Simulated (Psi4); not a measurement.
C$_{2}$H$_{6}$N, doublet, geometry from GFN2-xTB; CCSD(T)/STO-3G (Psi4).

The Psi4 input:
```
memory 2 GB

molecule mol {
0 2
  C     1.200912   -0.354090   -0.260352
  N     0.155141    0.394165    0.264962
  C    -1.196764   -0.024490   -0.005583
  H     1.056730   -0.730615   -1.256111
  H     2.188297   -0.053528    0.034763
  H     0.305443    0.674538    1.225927
  H    -1.482562   -0.937816    0.533842
  H    -1.296212   -0.215077   -1.073546
  H    -1.882568    0.774819    0.275993
}

set basis sto-3g
set reference uhf
set freeze_core true
set mp2_type conv
set scf_type pk
set puream true
set d_convergence 1e-8

energy('ccsd(t)')
print_variables()
```

The log (banner, timings and long lists left out):

```
   => Loading Basis Set <=

    Name: STO-3G
    Role: ORBITAL
    Keyword: BASIS

         ---------------------------------------------------------
                                   SCF
               by Justin Turney, Rob Parrish, Andy Simmonett
                          and Daniel G. A. Smith
                              UHF Reference
         ---------------------------------------------------------

  ==> Geometry <==

    Molecular point group: c1
    Full point group: C1

    Geometry (in Angstrom), charge = 0, multiplicity = 2:

       Center              X                  Y                   Z               Mass
    ------------   -----------------  -----------------  -----------------  -----------------
         C            1.175879952572    -0.365101720649    -0.266206770407    12.000000000000
         N            0.130108952572     0.383153279351     0.259107229593    14.003074004430
         C           -1.221796047428    -0.035501720649    -0.011437770407    12.000000000000
         H            1.031697952572    -0.741626720649    -1.261965770407     1.007825032230
         H            2.163264952572    -0.064539720649     0.028908229593     1.007825032230
         H            0.280410952572     0.663526279351     1.220072229593     1.007825032230
         H           -1.507594047428    -0.948827720649     0.527987229593     1.007825032230
         H           -1.321244047428    -0.226088720649    -1.079400770407     1.007825032230
         H           -1.907600047428     0.763807279351     0.270138229593     1.007825032230

  Running in c1 symmetry.

  Rotational constants: A =      1.43409  B =      0.32880  C =      0.28609 [cm^-1]
  Rotational constants: A =  42992.79145  B =   9857.16248  C =   8576.71796 [MHz]
  Nuclear repulsion =   78.054604425601056

  Charge       = 0
  Multiplicity = 2
  Electrons    = 25
  Nalpha       = 13
  Nbeta        = 12

  ==> Algorithm <==

  SCF Algorithm Type is PK.
  DIIS enabled.
  MOM disabled.
  Fractional occupation disabled.
  Guess Type is SAD.
  Energy threshold   = 1.00e-08
  Density threshold  = 1.00e-08
  Integral threshold = 1.00e-12

  ==> Primary Basis <==

  Basis Set: STO-3G
    Blend: STO-3G
    Number of shells: 15
    Number of basis functions: 21
    Number of Cartesian functions: 21
    Spherical Harmonics?: true
    Max angular momentum: 1

  ==> Integral Setup <==

  Using in-core PK algorithm.
   Calculation information:
      Number of atoms:                   9
[...]
  @UHF Final Energy:  -131.97239751034320
    Total Energy =                       -131.9723975103431997
[...]
      7   7   1   2        -0.0224782665
      5   8   6   0         0.0221679884
      4   4   3   4        -0.0216498541
      6   6   2   3        -0.0203924455

    SCF energy       (wfn)                    = -131.972397510343200
    Reference energy (file100)                = -131.972397510343285

    Opposite-spin MP2 correlation energy      =   -0.118350347323772
    Same-spin MP2 correlation energy          =   -0.015286234346700
    Singles MP2 correlation energy            =   -0.000000000000000
    MP2 correlation energy                    =   -0.133636581670472
      * MP2 total energy                      = -132.106034092013743

    Opposite-spin CCSD correlation energy     =   -0.165760056160264
    Same-spin CCSD correlation energy         =   -0.014477147073977
    Singles CCSD correlation energy           =   -0.000000000000000
    CCSD correlation energy                   =   -0.180237203234240
      * CCSD total energy                     = -132.152634713577527

            **************************
            *                        *
            *        CCTRIPLES       *
            *                        *
            **************************

    Wave function   =    CCSD_T
    Reference wfn   =      UHF

    Nuclear Rep. energy (wfn)                =   78.054604425601056
    SCF energy          (wfn)                = -131.972397510343200
    Reference energy    (file100)            = -131.972397510343285
    CCSD energy         (file100)            =   -0.180237203234240
    Total CCSD energy   (file100)            = -132.152634713577527

    Number of ijk index combinations:
    Spin Case AAA:                                 120
    Spin Case BBB:                                  84
    Spin Case AAB:                                 405
    Spin Case ABB:                                 360
    AAA (T) energy                             =   -0.000011171100836
    BBB (T) energy                             =   -0.000031446687763
    AAB (T) energy                             =   -0.000629698452197
    ABB (T) energy                             =   -0.000757876858300
    (T) energy                                   =   -0.001430193099096
      * CCSD(T) total energy                     = -132.154064906676609

  Variable Map:
  ----------------------------------------------------------------------------
[...]
  Array Variable Map:
  ----------------------------------------------------------------------------
[...]
[...]
```
